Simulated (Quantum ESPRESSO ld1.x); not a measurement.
Spin polarisation of the 3p2 shell in the chlorine ion Cl3+. Start: [Ne] 3s2 3p(up 1, down 1); electrons of 3p are moved from spin down to spin up, other shells keep equal spins. All-electron calculation, scalar-relativistic Kohn-Sham, LDA (Slater exchange, VWN5 correlation), spin-polarised, spherical densities, point nucleus. Program: ld1.x of Quantum ESPRESSO 7.5.

moment (Bohr magnetons),E - E(0) (eV),e(3p up) (eV),e(3p down) (eV),3s down minus up (eV),2p down minus up (eV)
0,0.000,-45.221,-45.221,0.000,0.000
0.5,-0.082,-45.534,-44.878,0.688,0.173
1,-0.329,-45.819,-44.499,1.385,0.345
1.5,-0.743,-46.079,-44.078,2.098,0.518
2,-1.330,-46.312,-43.612,2.831,0.691

At moment 2 the spin-polarisation energy is -1.330 eV and the 3p exchange splitting 2.700 eV, that is 1.350 eV per Bohr magneton; E = -I m^2/4 would give I = 1.330 eV.
